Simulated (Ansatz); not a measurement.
Compare A (`C[SiH](N)O[SiH3]`) with its isomer B (`C[SiH](N)[SiH2]O`).

Gas-phase electronic energies from Ansatz, PBE0-D4/def2-TZVP geometries. CBS: MP2 limit from def2 TZ/QZ plus the TZ coupled-cluster correction, frozen cores. DFT in def2-TZVPP. B3LYP here is the variant with VWN-RPA as its local correlation; programs differ in this. Each species was taken in one conformer, which may not be the lowest.

Problem. Which is lower in electronic energy at CCSD(T)/CBS, and by how much? (Best estimate.)

Solution. Computed: A, by 146.6 kJ/mol.

Problem. Give E(B) − E(A) in kJ/mol with HF/def2-TZVPP, CCSD(T)/def2-TZVPP, B3LYP-D4, B3LYP, CCSD/def2-TZVPP, B2PLYP, PBE-D4. (Estimate.)

Solution. The calculation gave: HF/def2-TZVPP 178.7, CCSD(T)/def2-TZVPP 146.9, B3LYP-D4 144.9, B3LYP 146.5, CCSD/def2-TZVPP 151.7, B2PLYP 150.7, PBE-D4 115.9. None reverses the order clearly.

Largest T1 diagnostic: 0.011.

From PBE to PBE0 (25 % exact exchange), in def2-TZVPP and without D4, E(B) − E(A) moves by +11.4 kJ/mol. In def2-TZVPP, CCSD(T) changes the Hartree–Fock value by −31.8 kJ/mol (the triples alone add −4.8 kJ/mol) and MP2 by −25.8 kJ/mol.
